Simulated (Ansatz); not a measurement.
Mulliken charges of C₂H₄FNOSi, SMILES `FC1([SiH3])N=CO1` from r2SCAN/def2-TZVPP in Ansatz (PBE0-D4/def2-TZVP geometry).

```
atom   x (Å)   y (Å)   z (Å)  charge (e)
  F1  -1.621  -0.357   1.067      -0.172
  C2  -0.571   0.068   0.352       0.341
 Si3   0.781  -1.274   0.135       0.292
  N4  -0.075   1.392   0.714      -0.364
  C5  -0.427   1.702  -0.476       0.237
  O6  -1.018   0.586  -0.961      -0.303
  H7   1.334  -1.581   1.474      -0.044
  H8   0.149  -2.475  -0.461      -0.049
  H9   1.814  -0.706  -0.762      -0.053
 H10  -0.283   2.594  -1.078       0.116
```

Problem. By hand: the dipole of these point charges (1 e Å = 4.8032 D).

Solution. Σ q r = (0.352, -0.039, -0.233) e Å, of length 0.424 e Å = 2.04 D.

Problem. How does the dipole of the full density compare? (An estimate is asked.)

Solution. The calculation gave: (0.209, -0.029, -0.327) e Å, 1.87 D; the point charges give 1.09 times that, at 24° from its direction.

Point charges leave out the atoms' own dipoles, such as those of lone pairs, and Mulliken's split depends on the basis, so the two needn't agree.
